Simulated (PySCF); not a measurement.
HfO$_{2}$, charge +1, doublet, geometry from GFN2-xTB (such geometries of metal compounds can be far from the true shape) (the multiplicity is a formal guess) (core potentials on Hf); SA2-CASSCF(3,5)/def2-SVP (PySCF).

Here is a job for PySCF.
```python
from pyscf import gto, scf, mcscf
import numpy

mol = gto.Mole()
mol.atom = '''
    Hf    0.128040   -0.102617    0.125055
    O     0.522542    0.714429   -1.480369
    O    -1.674899    0.209120    0.354872
'''
mol.basis = 'def2-svp'
mol.ecp = {'Hf': 'def2-svp'}
mol.charge = 1
mol.spin = 1
mol.verbose = 4
mol.build()

mf = scf.ROHF(mol)
mf.kernel()
mc = mcscf.CASSCF(mf, 5, 3)
mc.fix_spin_(ss=0.75)
mc = mc.state_average_([0.5, 0.5])
mc.kernel()
```

Question: What does PySCF print? Leave out banner, timings and long lists.

Answer: 
```
PySCF version 2.14.0

[INPUT] verbose = 4
[INPUT] num. atoms = 3
[INPUT] num. electrons = 27
[INPUT] charge = 1
[INPUT] spin (= nelec alpha-beta = 2S) = 1
[INPUT] symmetry False subgroup None
[INPUT] Mole.unit = angstrom
[INPUT] Symbol           X                Y                Z      unit          X                Y                Z       unit  Magmom
[INPUT]  1 Hf     0.128040000000  -0.102617000000   0.125055000000 AA    0.241960532989  -0.193918025724   0.236319700507 Bohr   0.0
[INPUT]  2 O      0.522542000000   0.714429000000  -1.480369000000 AA    0.987461268582   1.350075145447  -2.797491973296 Bohr   0.0
[INPUT]  3 O     -1.674899000000   0.209120000000   0.354872000000 AA   -3.165100396308   0.395179527169   0.670610889277 Bohr   0.0

nuclear repulsion = 66.7459140552654
number of shells = 24
number of NR pGTOs = 105
number of NR cGTOs = 60
basis = def2-svp
ecp = {'Hf': 'def2-svp'}

******** <class 'pyscf.scf.rohf.ROHF'> ********
method = ROHF
initial guess = minao
damping factor = 0
level_shift factor = 0
DIIS = <class 'pyscf.scf.diis.CDIIS'>
diis_start_cycle = 1
diis_space = 8
diis_damp = 0
SCF conv_tol = 1e-09
SCF conv_tol_grad = None
SCF max_cycles = 50
direct_scf = True
direct_scf_tol = 1e-13
num. doubly occ = 13  num. singly occ = 1
Set gradient conv threshold to 3.16228e-05
init E= -183.722634593896
  HOMO = -0.634658008248223  LUMO = -0.332284729377374  gap/eV = 8.22800
cycle= 1 E= -196.551316281986  delta_E= -12.8  |g|= 0.871  |ddm|= 5.39
  HOMO = -0.355226934714818  LUMO = -0.316258969441979  gap/eV = 1.06037
cycle= 2 E= -196.505956954301  delta_E= 0.0454  |g|= 0.974  |ddm|= 1.02
  HOMO = -0.49637446518582  LUMO = -0.253649974165008  gap/eV = 6.60487
cycle= 3 E= -196.716151204828  delta_E= -0.21  |g|= 0.0854  |ddm|= 0.634
  HOMO = -0.481031032098077  LUMO = -0.25456803895144  gap/eV = 6.16237
cycle= 4 E= -196.719722009881  delta_E= -0.00357  |g|= 0.0226  |ddm|= 0.0893
  HOMO = -0.475088031203821  LUMO = -0.252716877256365  gap/eV = 6.05103
cycle= 5 E= -196.720540395367  delta_E= -0.000818  |g|= 0.0104  |ddm|= 0.0656
  HOMO = -0.473894588063732  LUMO = -0.252803907537171  gap/eV = 6.01618
cycle= 6 E= -196.720783827744  delta_E= -0.000243  |g|= 0.00543  |ddm|= 0.034
  HOMO = -0.47305627684884  LUMO = -0.252953750399008  gap/eV = 5.98929
cycle= 7 E= -196.720882656643  delta_E= -9.88e-05  |g|= 0.00279  |ddm|= 0.0224
  HOMO = -0.472832001770424  LUMO = -0.252805923219338  gap/eV = 5.98721
cycle= 8 E= -196.720918087059  delta_E= -3.54e-05  |g|= 0.00118  |ddm|= 0.0161
  HOMO = -0.472850041062692  LUMO = -0.252793346046989  gap/eV = 5.98805
cycle= 9 E= -196.720921638094  delta_E= -3.55e-06  |g|= 0.00154  |ddm|= 0.00507
  HOMO = -0.472879064967806  LUMO = -0.252791291297541  gap/eV = 5.98889
cycle= 10 E= -196.720922793742  delta_E= -1.16e-06  |g|= 0.000262  |ddm|= 0.00205
  HOMO = -0.472921792442698  LUMO = -0.252783369594496  gap/eV = 5.99027
cycle= 11 E= -196.720923056843  delta_E= -2.63e-07  |g|= 0.000395  |ddm|= 0.00104
  HOMO = -0.472932030821791  LUMO = -0.252785896842848  gap/eV = 5.99048
cycle= 12 E= -196.720923244255  delta_E= -1.87e-07  |g|= 0.000574  |ddm|= 0.000486
  HOMO = -0.472932442093978  LUMO = -0.252789215157655  gap/eV = 5.99040
cycle= 13 E= -196.720922967557  delta_E= 2.77e-07  |g|= 0.000179  |ddm|= 0.000966
  HOMO = -0.472946382210097  LUMO = -0.252782788915379  gap/eV = 5.99096
cycle= 14 E= -196.720922947628  delta_E= 1.99e-08  |g|= 4.61e-05  |ddm|= 0.000386
  HOMO = -0.472950373601041  LUMO = -0.252783824301275  gap/eV = 5.99104
cycle= 15 E= -196.720922948287  delta_E= -6.59e-10  |g|= 1.04e-05  |ddm|= 9.33e-05
  HOMO = -0.47295246067263  LUMO = -0.252784152149157  gap/eV = 5.99108
Extra cycle  E= -196.720922948417  delta_E= -1.3e-10  |g|= 5.92e-06  |ddm|= 1.79e-05
converged SCF energy = -196.720922948417

******** <class 'pyscf.mcscf.addons.StateAverageCASSCF'> ********
CAS (2e+1e, 5o), ncore = 12, nvir = 43
max_cycle_macro = 50
max_cycle_micro = 4
conv_tol = 1e-07
conv_tol_grad = None
orbital rotation max_stepsize = 0.02
orbital rotation threshold for CI restart = 0.01
augmented hessian ah_max_cycle = 30
augmented hessian ah_conv_tol = 1e-12
augmented hessian ah_linear dependence = 1e-14
augmented hessian ah_level shift = 1e-08
augmented hessian ah_start_tol = 2.5
augmented hessian ah_start_cycle = 3
augmented hessian ah_grad_trust_region = 3
kf_trust_region = 3
kf_interval = 4
ci_response_space = 4
ci_grad_trust_region = 3
with_dep4 0
natorb = False
canonicalization = True
sorting_mo_energy = False
ao2mo_level = 2
internal_rotation = False
******** <class 'pyscf.mcscf.addons.StateAverageSpinPenaltyFCISolver'> ********
max. cycles = 50
conv_tol = 1e-08
davidson only = True
linear dependence = 1e-12
level shift = 0.001
max iter space = 12
nroots = 2
pspace_size = 400
spin = None
State-average over 2 states with weights [0.5, 0.5]
CASCI E = -196.681648204560  S^2 = 0.7500000
Set conv_tol_grad to 0.000316228
macro iter   1 ( 21 JK    4 micro), CASSCF E = -196.728021105012  dE = -4.63729005e-02  S^2 = 0.7500000
               |grad[o]|=0.221  |ddm|=0.095  |maxRot[o]|=0.305
macro iter   2 ( 21 JK    4 micro), CASSCF E = -196.753181658740  dE = -2.51605537e-02  S^2 = 0.7500000
               |grad[o]|=0.141  |ddm|= 0.05  |maxRot[o]|=0.309
macro iter   3 ( 21 JK    4 micro), CASSCF E = -196.755318106930  dE = -2.13644819e-03  S^2 = 0.7500000
               |grad[o]|=0.0451  |ddm|=0.00881  |maxRot[o]|=0.199
macro iter   4 ( 21 JK    4 micro), CASSCF E = -196.755854779796  dE = -5.36672867e-04  S^2 = 0.7500000
               |grad[o]|=0.006  |ddm|=0.00924  |maxRot[o]|=0.257
macro iter   5 ( 21 JK    4 micro), CASSCF E = -196.756804389072  dE = -9.49609276e-04  S^2 = 0.7500000
               |grad[o]|=0.00663  |ddm|=0.00653  |maxRot[o]|= 0.31
macro iter   6 ( 21 JK    4 micro), CASSCF E = -196.757206340647  dE = -4.01951575e-04  S^2 = 0.7500000
               |grad[o]|=0.0039  |ddm|=0.00223  |maxRot[o]|=0.313
macro iter   7 ( 21 JK    4 micro), CASSCF E = -196.757368429481  dE = -1.62088834e-04  S^2 = 0.7500000
               |grad[o]|=0.00172  |ddm|=0.00107  |maxRot[o]|=0.312
macro iter   8 ( 14 JK    4 micro), CASSCF E = -196.757386286039  dE = -1.78565585e-05  S^2 = 0.7500000
               |grad[o]|=0.000412  |ddm|=0.00131  |maxRot[o]|=0.126
macro iter   9 (  7 JK    2 micro), CASSCF E = -196.757386416520  dE = -1.30480856e-07  S^2 = 0.7500000
               |grad[o]|=0.000242  |ddm|=8.46e-05  |maxRot[o]|=0.00709
macro iter  10 (  3 JK    1 micro), CASSCF E = -196.757386421115  dE = -4.59451144e-09  S^2 = 0.7500000
               |grad[o]|=3e-05  |ddm|=4.03e-05  |maxRot[o]|=0.000419
1-step CASSCF converged in  10 macro (171 JK  35 micro) steps
CASSCF canonicalization
Density matrix diagonal elements [1.37276067 0.99955532 0.43742177 0.0041549  0.18610733]
CASSCF energy = -196.757386421115
CASCI E = -196.757386421115  E(CI) = -3.01244432344873  S^2 = 0.7500000
CASCI state-averaged energy = -196.757386421115
CASCI energy for each state
  State 0 weight 0.5  E = -196.79246353539 S^2 = 0.7500000
  State 1 weight 0.5  E = -196.72230930684 S^2 = 0.7500000
```
